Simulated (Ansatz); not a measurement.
The same molecule with X = C, Si, Ge, Sn. Ansatz, PBE0-D4/def2-TZVP geometries, multiplicity 1.

Elements past krypton have def2 core potentials. Scalar relativity is left out up to krypton.

| X | molecule | mean X–H bond length / Å | mean X–S bond length / Å | HOMO–LUMO gap (PBE/def2-TZVPP) / eV | LUMO energy (B3LYP/def2-TZVPP) / eV | HOMO energy (PBE/def2-TZVPP) / eV |
| --- | --- | --- | --- | --- | --- | --- |
| C | CH₃SH | 1.090 | 1.806 | 5.11 | 0.21 | -5.51 |
| Si | `[SiH3]S` | 1.484 | 2.137 | 5.53 | -0.15 | -6.29 |
| Ge | `[SH][GeH3]` | 1.535 | 2.224 | 5.18 | -0.27 | -6.08 |

Task: Give the row for X = Sn, `[SH][SnH3]`. (Estimate.)

Result: Ansatz gave: 
```json
{"X": "Sn", "molecule": "`[SH][SnH3]`", "mean X–H bond length / Å": "1.704", "mean X–S bond length / Å": "2.406", "HOMO–LUMO gap (PBE/def2-TZVPP) / eV": "4.63", "LUMO energy (B3LYP/def2-TZVPP) / eV": "-0.86", "HOMO energy (PBE/def2-TZVPP) / eV": "-6.04"}
```

From C to Sn the mean X–H bond length rises at each step, by 0.614 Å in all; the mean X–S bond length rises at each step, by 0.600 Å in all; the HOMO–LUMO gap (PBE/def2-TZVPP) isn't monotonic: highest at Si, lowest at Sn; the LUMO energy (B3LYP/def2-TZVPP) falls at each step, by 1.07 eV in all; the HOMO energy (PBE/def2-TZVPP) isn't monotonic: highest at C, lowest at Si. Bonds lengthen as the atom grows down the group.

B3LYP here is the variant with VWN-RPA as its local correlation; programs differ in this.
